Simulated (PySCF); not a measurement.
Screening by computed properties: pick the candidate that meets the target.

Each SMILES stands for a single optimised conformer of the isolated species, non-relativistic unless stated; the electronic structure was computed with PySCF and density fitting.

Dipoles, sizes and rotational constants follow the conformer. The torsions of the flexible species, by atom-mapped SMILES:
- `[N:1]#[C:2][CH2:3][C:4](=[C:5]=[O:6])[C:7]([F:8])([F:9])[F:10]`: C2–C3–C4–C5 94°, C3–C4–C7–F8 -50°
- `[CH3:1][CH2:2][PH:3][CH2:4][O:5][CH3:6]`: C1–C2–P3–C4 -164°, C2–P3–C4–O5 -71°, P3–C4–O5–C6 -173°
- `[CH3:1][CH2:2][PH:3](=[O:4])[CH2:5][CH3:6]`: C1–C2–P3–O4 -172°, C2–P3–C5–C6 -178°
- `[CH3:1][PH:2][CH2:3][CH2:4][CH2:5][OH:6]`: C1–P2–C3–C4 72°, P2–C3–C4–C5 52°, C3–C4–C5–O6 -63°, H–O6–C5–C4 -66°

(1) Wanted: smallest rotational constant above 1.3 GHz (GFN2-xTB) and electronic spatial extent ⟨r²⟩ about the centre of nuclear charge below 600 bohr² (CAM-B3LYP/def2-SVPD), at GFN2-xTB geometries. Which candidate meets both?
A. `C[PH](C)=O`
B. `CCPCOC`
C. `N#CCC(=C=O)C(F)(F)F`
D. `CC[PH](CC)=O`

(2) Wanted: static isotropic polarisability above 81 au (CAM-B3LYP/def2-SVPD) and HOMO energy above -9.1 eV (CAM-B3LYP/def2-SVPD), at GFN2-xTB geometries. Which candidate meets both?
A. `CC[PH](=O)CC`
B. `[PH](C)(=O)C`
C. `CCPCOC`
D. `N#CCC(=C=O)C(F)(F)F`
E. `CPCCCO`

(3) Wanted: dipole moment below 3 D (CAM-B3LYP/def2-SVPD) and lowest singlet excitation below 6 eV (TDDFT CAM-B3LYP/def2-SVPD), at GFN2-xTB geometries. Which candidate meets both?
A. `P(COC)CC`
B. `CPCCCO`
C. `C[PH](C)=O`
D. `C(CC(C(F)(F)F)=C=O)#N`

Results:

(1) A. Computed values:
```csv
species,smallest rotational constant,electronic spatial extent ⟨r²⟩ about the centre of nuclear charge
N#CCC(=C=O)C(F)(F)F,0.836 GHz,1335 bohr²
CCPCOC,1.153 GHz,1080 bohr²
CC[PH](CC)=O,1.448 GHz,897 bohr²
C[PH](C)=O,3.781 GHz,394 bohr²
```

(2) C. Computed values:
```
            species  static isotropic polarisability  HOMO energy
       [PH](C)(=O)C                          52.1 au     -9.20 eV
N#CCC(=C=O)C(F)(F)F                          65.6 au     -9.75 eV
       CC[PH](=O)CC                          75.2 au     -8.99 eV
             CPCCCO                          80.1 au     -7.46 eV
             CCPCOC                          82.3 au     -8.17 eV
```

(3) B. Computed values:
```csv
species,dipole moment,lowest singlet excitation
P(COC)CC,1.95 D,6.50 eV
CPCCCO,2.72 D,5.73 eV
C(CC(C(F)(F)F)=C=O)#N,3.72 D,3.74 eV
C[PH](C)=O,4.42 D,7.41 eV
```
